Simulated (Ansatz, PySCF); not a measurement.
System: sum formula H6SiN2O2 (charge 0, singlet). SMILES: [Si](O)(O)(N)N
Coordinates optimised at B3LYP-D3(BJ)/def2-TZVP (Ansatz, a first-principles code):
```
Si
O 1 1.6454
H 2 0.9603 1 115.57
O 1 1.6557 2 102.79 3 -17.42
H 4 0.9598 1 116.94 2 177.90
N 1 1.6988 2 104.51 3 -143.06
H 6 1.0050 1 122.77 2 -166.76
H 6 1.0056 7 113.13 1 162.86
N 1 1.7111 2 119.43 3 99.48
H 9 1.0077 1 120.24 2 -76.14
H 9 1.0079 10 111.21 1 -147.44
```

Quantity: vertical ionisation energy (to the doublet state of charge +1; each state is the SCF solution reached for its spin), in eV. Valence correlation only, unless marked. UHF or UKS for open shells. No spin-orbit coupling. No relativistic terms. 

| level | program | vertical ionisation energy (eV) |
|---|---|---|
| HF/aug-cc-pV(D+d)Z | Ansatz | 8.65 |
| SVWN5/def2-TZVPD | Ansatz | 9.31 |
| r2SCAN/def2-TZVPD | Ansatz | 9.26 |
| B3LYP/def2-TZVPD | Ansatz | 9.54 |
| PBE0/def2-TZVPD | Ansatz | 9.56 |
| BHLYP/def2-TZVPD | Ansatz | 9.79 |
| wB97X-V/def2-TZVPD | Ansatz | 9.95 |
| B2PLYP/def2-TZVPD | Ansatz | 9.94 |
| RI-MP2/aug-cc-pV(T+d)Z | Ansatz | 10.25 |

For comparison, minus the highest occupied orbital energy (PySCF): 8.96 eV at M06-2X/def2-TZVPD, 6.26 eV at r2SCAN/def2-TZVPD, 11.09 eV at HF/def2-TZVPD.
